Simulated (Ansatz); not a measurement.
`C[SiH2]OP` + `F[SiH]([SiH3])[SiH3]` → `C[SiH2][SiH](F)[SiH3]` + `[SiH3]OP`  (redistribution)

Computed with Ansatz on PBE0-D4/def2-TZVP structures; ΔE is electronic, products minus reactants. CCSD(T)/CBS adds triple-zeta CCSD(T) − MP2 to the extrapolated MP2 energy (def2 sets, frozen cores). Functionals use def2-TZVPP. One conformer a species, not always the lowest.

`C[SiH2]OP`:

Z-matrix (Å, degrees):
```
C
Si 1 1.859
H 1 1.093 2 110.9
H 1 1.092 2 111.1 3 -120.6
H 1 1.094 2 110.3 3 119.5
O 2 1.657 1 111.2 3 62.2
H 2 1.489 1 110.1 3 -59.1
H 2 1.483 1 111.3 3 179.2
P 6 1.643 2 126.6 1 -71.5
H 9 1.425 6 98.8 2 131.4
H 9 1.425 6 98.7 2 -135.4
```

`F[SiH]([SiH3])[SiH3]`:

Cartesian coordinates in Å:
```
F 2.058 1.015 0.246
Si 0.475 0.828 -0.004
Si 0.139 -0.510 -1.900
Si -0.507 -0.119 1.902
H -0.098 2.184 -0.241
H 0.774 0.085 -3.106
H -1.328 -0.622 -2.127
H 0.695 -1.870 -1.675
H 0.050 -1.476 2.148
H -1.970 -0.240 1.652
H -0.287 0.726 3.106
```

`C[SiH2][SiH](F)[SiH3]`:

```xyz
14

C     1.776    0.099   -2.048
Si    0.646   -0.722   -0.797
Si   -0.376    0.834    0.630
F    -1.138    1.952   -0.256
Si   -1.908   -0.162    2.100
H     1.214    0.802   -2.667
H     2.232   -0.646   -2.704
H     2.574    0.650   -1.547
H     1.411   -1.659    0.077
H    -0.412   -1.513   -1.486
H     0.663    1.550    1.426
H    -1.169   -1.151    2.934
H    -2.971   -0.877    1.344
H    -2.542    0.844    2.994
```

`[SiH3]OP`:

Z-matrix (Å, degrees):
```
Si
O 1 1.650
H 1 1.481 2 106.6
H 1 1.486 2 110.4 3 119.2
H 1 1.486 2 110.3 3 -120.1
P 2 1.645 1 128.7 3 159.1
H 6 1.424 2 98.0 1 -145.8
H 6 1.426 2 98.9 1 121.1
```

```tsv
level	ΔE (kcal/mol)	difference from CCSD(T)/CBS
r2SCAN-D4	2.8	0.3
ωB97X-V	2.5	0.0
ωB97M-V	2.6	0.1
B2PLYP	2.3	-0.2
HF/def2-TZVPP	2.1	-0.4
MP2/def2-TZVPP	2.2	-0.3
SCS-MP2/def2-TZVPP	2.0	-0.5
HF/def2-QZVPP	2.1	-0.4
HF/CBS(def2)	2.1	-0.4
CCSD/CBS(def2)	2.4	-0.1
CCSD(T)/CBS	2.5	0
```

Largest T1 diagnostic among the species: 0.013.
